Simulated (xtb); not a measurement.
Te(Br)(GeH3) (BrGeH₃Te), SMILES [GeH3][Te]Br. All values are semi-empirical tight-binding results from xtb (GFN2-xTB unless named), good for trends rather than for accurate numbers. Geometry optimised at GFN2-xTB. The structure was generated by enumeration, and PubChem lists no compound with its InChIKey, so it may never have been made.

Optimised geometry:

```xyz
6

Te     0.0501    -0.0826     0.9801
Br     0.3247    -1.7576    -0.8411
Ge    -0.3909     1.8419    -0.5882
H     -0.4496     3.0821     0.2458
H      0.6789     2.0367    -1.6182
H     -1.6895     1.7505    -1.3323
```

For metal compounds this method's bond lengths and energies can be far off.

Q: Estimate the properties. (Estimate from the structure and the level; the computed values follow.)

A: 
```json
{
 "orbital_gap": "2.94 eV",
 "zero_point_energy": "14.3 kcal/mol",
 "G − E(el) at 298.15 K (modified RRHO)": "-6.9 kcal/mol"
}
```

Q: Give the atomic charges and the Wiberg bond orders between heavy atoms. (The exact figures need the calculation; the answer reports its results.)

A: charges (e) Te1 0.10, Br2 -0.13, Ge3 0.11, H4 -0.05, H5 -0.01, H6 -0.01. Bond orders Te1–Br2 1.21, Te1–Ge3 0.92.
